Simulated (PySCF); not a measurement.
CH4SSeZn, SMILES [S](C)[Zn][SeH].

Coordinates come from a PBE0-D3(BJ)/def2-SVP optimisation. The structure was generated by enumeration; whether it is a known compound was not checked. One conformer was computed; it need not be the lowest.

Computed with PySCF with PBE0-D3(BJ)/def2-SVP.

Frequencies are harmonic and unscaled.

```
mode  ν (cm⁻¹)  IR (km/mol)  Raman (Å⁴/amu)  depolarisation   moving atoms (share of kinetic energy)
----  --------  -----------  --------------  --------------  ---------------------------------------
1           59          3.6             1.5            0.66         Zn 41 %, C 28 %, Se 17 %, H 12 %
2           76          7.2             0.5            0.72         Zn 48 %, H 21 %, S 20 %, Se 10 %
3           92          6.3             6.9            0.75                                   H 96 %
4          124          3.6             0.4            0.75                   H 79 %, S 11 %, Zn 9 %
5          169          2.7             4.3            0.34  C 34 %, Zn 24 %, S 20 %, H 14 %, Se 8 %
6          253          1.2            12.1            0.23                 Se 45 %, S 36 %, Zn 16 %
7          430         51.9             3.0            0.19                          Zn 49 %, S 45 %
8          568          1.4             3.4            0.72                                   H 97 %
9          724          4.2            10.3            0.32                   C 59 %, S 31 %, H 10 %
10         954          4.9             4.8            0.75                           H 84 %, C 14 %
11         970         10.8             3.1            0.41                           H 82 %, C 16 %
12        1336         14.8             5.4            0.63                           H 87 %, C 13 %
13        1455          9.4            11.5            0.72                                   H 95 %
14        1456          9.3            18.9            0.75                                   H 95 %
15        2442         10.9           151.5            0.31                                   H 99 %
16        3066         25.6           154.9            0.03                                   H 98 %
17        3176          5.0            57.1            0.75                           H 90 %, C 10 %
18        3178          1.2           130.5            0.65                           H 90 %, C 10 %
```
